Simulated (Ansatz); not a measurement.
```yaml
crystal:
  periodic: [false, false, false]
  atoms:
    - {symbol: O, position_ang: [-0.597008, 1.503786, 1.094611]}
    - {symbol: Si, position_ang: [-0.333197, 0.521297, -0.170907]}
    - {symbol: O, position_ang: [0.535291, 1.380041, -1.295447]}
    - {symbol: Si, position_ang: [0.739127, -1.410315, 0.575778]}
    - {symbol: Br, position_ang: [-2.261562, -0.123040, -1.229710]}
    - {symbol: H, position_ang: [-1.058270, 2.296516, 0.943994]}
    - {symbol: H, position_ang: [0.273054, 1.181381, -2.151891]}
    - {symbol: H, position_ang: [0.969324, -2.316616, -0.573116]}
    - {symbol: H, position_ang: [-0.153082, -2.161431, 1.506584]}
    - {symbol: H, position_ang: [1.984114, -1.042514, 1.276147]}
basis:
  gaussian: {orbitals: def2-SVPD, fitting: {mean_field: cc-pVTZ-jkfit}}
magnetization: {spin_polarized: true, initial_magnetization: 2}
hamiltonian: {xc: {name: PBE0-DH}}
output: {forces: true}
```

```sh
$ ansatz run in.yaml --threads 4 --pin off --events-out ev --progress --plain --max-ram 10444MiB
```

Output, abridged:

```
Functional definition: PBE0-DH
757 factors; integrals over basis functions are off by at most 2.2e-1 eV
mean field evaluation 1: about -89923.6492 eV, gradient 4.4e1 eV
mean field evaluation 2: about -89923.6489 eV, gradient 4.4e1 eV
mean field evaluation 4: about -89930.6404 eV, gradient 9.1e0 eV
mean field evaluation 8: about -89931.6689 eV, gradient 8.5e-1 eV
mean field evaluation 16: about -89931.8472 eV, gradient 8.6e-2 eV
mean field evaluation 32: about -89931.8487 eV, gradient 1.4e-4 eV
mean field -89931.84871349 eV, -3304.9344822245 hartree, gradient 9.1e-6 eV, S^2 2.007707; 8 other end points of the search recorded, 0 dependent functions left out
21 core orbitals not correlated: weight in the atoms' cores, before any rotation towards them, 1.000 or more for the frozen orbitals, at most 0.000 for the correlated occupied ones
reference -89931.84874742 eV, -3304.9344834713 hartree; 22, 20 occupied and 132, 134 virtual orbitals, 757 factors
second order -28.13948317 eV of doubles, -0.00000000 eV of singles
Total energy: -89935.36618282 eV, -3305.0637468379 hartree
Atom 0 at    -0.597008     1.503786     1.094611 Å, force     0.697480    -1.175673     1.075358 eV/Å
Atom 1 at    -0.333197     0.521297    -0.170907 Å, force     0.438381     0.439282    -0.286889 eV/Å
Atom 2 at     0.535291     1.380041    -1.295447 Å, force     0.615264     0.098769     2.410602 eV/Å
Atom 3 at     0.739127    -1.410315     0.575778 Å, force     0.691068    -0.741177     0.466918 eV/Å
Atom 4 at    -2.261562    -0.123040    -1.229710 Å, force    -1.680301    -0.108234    -1.001509 eV/Å
Atom 5 at    -1.058270     2.296516     0.943994 Å, force    -0.850081     1.473524    -0.199764 eV/Å
Atom 6 at     0.273054     1.181381    -2.151891 Å, force    -0.583031    -0.486503    -2.710953 eV/Å
Atom 7 at     0.969324    -2.316616    -0.573116 Å, force     0.052732     0.372950    -0.359330 eV/Å
Atom 8 at    -0.153082    -2.161431     1.506584 Å, force    -0.228175     0.477623     0.076787 eV/Å
Atom 9 at     1.984114    -1.042514     1.276147 Å, force     0.846663    -0.350561     0.528780 eV/Å
Dipole moment:     0.031016     0.038499    -0.122819 e Å
```

Run time 21 s (4 threads of an Intel Xeon 6975P-C on a shared host); peak host memory 0.96 GiB.
